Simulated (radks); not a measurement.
Q: Isoelectronic series with 7 electrons, all held in the configuration [He] 2s2 2p3, which need not be the ground one along the series. All-electron calculation, scalar-relativistic Kohn-Sham, PBE, spin-polarised, spherical densities, point nucleus; open shells are filled with parallel spins first (spin-orbit coupling, left out, can overturn this in heavy ions). Program: a radial shooting solver on a logarithmic mesh with Libxc functionals. Total energies (hartree) and mean radii <r> (bohr) (* marks an orbital that is empty in some or all of the ions):

ion    E (hartree)  3s up*  2p down*   2p up  2s down   2s up  1s down
Br28+  -1871.57614  0.4253    0.1560  0.1550   0.1809  0.1800  0.04259
Kr29+  -1986.12905  0.4116    0.1511  0.1502   0.1753  0.1744  0.04133
Rb30+  -2104.25851  0.3988    0.1465  0.1456   0.1700  0.1691  0.04015
Sr31+  -2225.98497  0.3868    0.1422  0.1413   0.1650  0.1642  0.03902
Zr33+  -2480.31470  0.3646    0.1342  0.1335   0.1557  0.1550  0.03693
Nb34+  -2612.96287  0.3544    0.1305  0.1298   0.1514  0.1508  0.03597
Mo35+  -2749.29790  0.3447    0.1271  0.1264   0.1474  0.1467  0.03504
Tc36+  -2889.34436  0.3355    0.1237  0.1231   0.1435  0.1429  0.03416
Ru37+  -3033.12769  0.3267    0.1206  0.1200   0.1398  0.1392  0.03332
Rh38+  -3180.67427  0.3184    0.1176  0.1170   0.1363  0.1357  0.03252

Estimate the row of Pd39+.

A: E (hartree) -3332.01141; 3s up* 0.3104; 2p down* 0.1147; 2p up 0.1142; 2s down 0.1329; 2s up 0.1324; 1s down 0.03175.
